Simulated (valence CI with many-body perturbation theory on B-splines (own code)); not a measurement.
Level structure of Te38+

Level of theory: valence CI with perturbative core correlation (CI+MBPT): four valence electrons over a frozen Dirac-Fock core [Ne], radial functions for each j: 11 s, 11 p, 10 d, 8 f, 5 g, 2 h, with the one-electron correlation potential Σ1, the two-electron term Σ2, the three-electron term Σ3, Breit, model QED; selected CI, second order for the rest, scaled by the run's own slope (own B-spline code, finite nucleus).

The last digits are not significant, and no measured levels were compared; by estimate large intervals hold to a few tenths of a per cent, small ones and those within an open d or f shell to about a per cent. Among the levels kept, up to 690 cm⁻¹ of a level comes from second order outside the variational space, and about a tenth of that is noise between levels of different J, which matters for small intervals.

Levels 136 to 174 of 174, with energies above the lowest level, (3s^2 3p1/2^2) J=0. "Leading %" is the weight of the configuration and term that name the level; weights of strongly mixed levels are sums over their largest components and can fall short. In the jj column 3d3/2^4 stands for four electrons in 3d with j = 3/2. Lifetimes count E1, E2, E3, M1 and M2 decay at the calculated energies, and are blank where another channel may lead or the interval is too uncertain; long ones can be off by a factor of two.

```tsv
No.	Configuration	Term	J	E (× 10³ cm⁻¹)	Leading %	Lifetime	Leading jj
136	3s.3p.3d2	3D°	1	4493.9	31	2.36 ps	3p1/2 3p3/2^2 3d3/2 (40 %)
137	3s.3p.3d2	3F°	2	4494.3	12	3.47 ps	3s 3p1/2 3d5/2^2 (30 %)
138	3s.3p.3d2	3P°	0	4497.4	30	6.05 ps	3p1/2 3p3/2^2 3d5/2 (46 %)
139	3s.3p.3d2	3F°	3	4511.3	34	4.45 ps	3s 3p1/2 3d5/2^2 (66 %)
140	3p3.3d	3D°	1	4513.5	17	4.81 ps	3s 3p1/2 3d5/2^2 (44 %)
141	3p3.3d	3F°	2	4567.4	37	2.88 ps	3p1/2 3p3/2^2 3d3/2 (53 %)
142	3p3.3d	1P°	1	4568.1	16	3.79 ps	3p1/2 3p3/2^2 3d5/2 (42 %)
143	3s.3p.3d2	3P°	0	4575.9	20	2.05 ps	3p1/2 3p3/2^2 3d3/2 (40 %)
144	3p3.3d	3G°	5	4576.8	59	5.55 ps	3p1/2 3p3/2^2 3d5/2 (59 %)
145	3p3.3d	3F°	4	4578.0	33	3.51 ps	3p1/2 3p3/2^2 3d5/2 (45 %)
146	3p3.3d	3P°	2	4601.9	22	1.98 ps	3p1/2 3p3/2^2 3d3/2 (39 %)
147	3p3.3d	3D°	3	4608.6	20	2.48 ps	3p1/2 3p3/2^2 3d3/2 (40 %)
148	3p3.3d	3P°	1	4632.4	16	1.99 ps	3p1/2 3p3/2^2 3d3/2 (39 %)
149	3s.3p.3d2	3G°	4	4645.0	26	3.21 ps	3s 3p1/2 3d5/2^2 (40 %)
150	3p3.3d	3P°	2	4662.7	32	4.11 ps	3p1/2 3p3/2^2 3d5/2 (78 %)
151	3s.3p.3d2	3F°	3	4679.4	22	2.59 ps	3s 3p1/2 3d5/2^2 (22 %)
152	3s.3p.3d2	5D°	0	4692.5	75	2.10 ps	3s 3p3/2 3d3/2^2 (80 %)
153	3s.3p.3d2	5D°	2	4697.7	48	2.03 ps	3s 3p3/2 3d3/2^2 (66 %)
154	3s.3p.3d2	5D°	1	4698.6	61	1.89 ps	3s 3p3/2 3d3/2^2 (67 %)
155	3p3.3d	3F°	3	4699.5	39	3.56 ps	3p1/2 3p3/2^2 3d5/2 (78 %)
156	3s.3p.3d2	3P°	0	4701.0	45	3.03 ps	3s 3p1/2 3d5/2^2 (54 %)
157	3s.3p.3d2	5G°	6	4701.9	94	11.2 ps	3s 3p3/2 3d5/2^2 (58 %)
158	3p3.3d	1P°	1	4702.1	21	1.89 ps	3p1/2 3p3/2^2 3d3/2 (51 %)
159	3s.3p.3d2	5F°	3	4705.9	37	2.10 ps	3s 3p3/2 3d3/2^2 (44 %)
160	3s.3p.3d2	5F°	4	4707.1	54	2.84 ps	3s 3p3/2 3d3/2 3d5/2 (64 %)
161	3s.3p.3d2	5F°	5	4713.7	48	3.59 ps	3s 3p3/2 3d3/2 3d5/2 (72 %)
162	3p3.3d	1F°	3	4734.2	32	2.69 ps	3p1/2 3p3/2^2 3d5/2 (45 %)
163	3s.3p.3d2	3P°	1	4741.8	39	3.22 ps	3s 3p1/2 3d5/2^2 (50 %)
164	3s.3p.3d2	5D°	4	4768.6	67	2.64 ps	3s 3p3/2 3d3/2 3d5/2 (63 %)
165	3s.3p.3d2	5P°	3	4778.6	50	3.55 ps	3s 3p3/2 3d3/2 3d5/2 (82 %)
166	3p3.3d	1D°	2	4781.1	30	2.59 ps	3p1/2 3p3/2^2 3d5/2 (48 %)
167	3p3.3d	3D°	2	4793.6	53	1.90 ps	3p1/2 3p3/2^2 3d5/2 (52 %)
168	3s.3p.3d2	5S°	2	4800.7	44	1.85 ps	3s 3p3/2 3d3/2^2 (49 %)
169	3p3.3d	3S°	1	4804.4	18	1.94 ps	3p1/2 3p3/2^2 3d5/2 (42 %)
170	3s.3p.3d2	3D°	1	4834.1	30	2.12 ps	3s 3p3/2 3d3/2 3d5/2 (48 %)
171	3s.3p.3d2	3D°	2	4856.2	26	2.45 ps	3s 3p3/2 3d3/2 3d5/2 (73 %)
172	3s.3p.3d2	3F°	4	4856.5	46	3.78 ps	3s 3p3/2 3d3/2 3d5/2 (47 %)
173	3s.3p.3d2	3P°	0	4860.6	42	2.55 ps	3s 3p3/2 3d3/2 3d5/2 (57 %)
174	3s.3p.3d2	1F°	3	4862.3	24	3.18 ps	3s 3p3/2 3d3/2 3d5/2 (68 %)
```

Where two levels of one J and parity lie close, their mixing, g and order are uncertain.
